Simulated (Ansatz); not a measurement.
Relaxation of Cl₂HSn (4 atoms, charge 0, multiplicity 2), to a largest force component of 0.015 eV/Å in at most 40 steps.

These are results of Ansatz, UKS PBE0/def2-SVP, not measurements.

```xyz
4
Properties=species:S:1:pos:R:3
Cl -2.123 0.057 0.020
Sn 0.105 -0.118 -0.538
Cl 1.140 -1.477 1.048
H 0.934 1.478 -0.550
```

Problem. Where does it end, and by what steps?

Solution. It converged. After 3 steps the energy has fallen by 0.077 eV; H4 moved furthest, 0.09 Å.

| step | energy less start (eV) | largest force component (eV/Å) | accepted |
| --- | --- | --- | --- |
| 0 | 0.0000 | 1.000 | yes |
| 1 | -0.0616 | 0.360 | yes |
| 2 | -0.0774 | 0.024 | yes |
| 3 | -0.0774 | 0.002 | yes |

```xyz
4
Properties=species:S:1:pos:R:3
Cl -2.120 0.110 0.027
Sn 0.143 -0.146 -0.610
Cl 1.166 -1.464 1.065
H 0.868 1.439 -0.502
```

Run time: 16 s on 1 thread of Arm Neoverse V2 (shared host), peak memory 0.19 GiB.
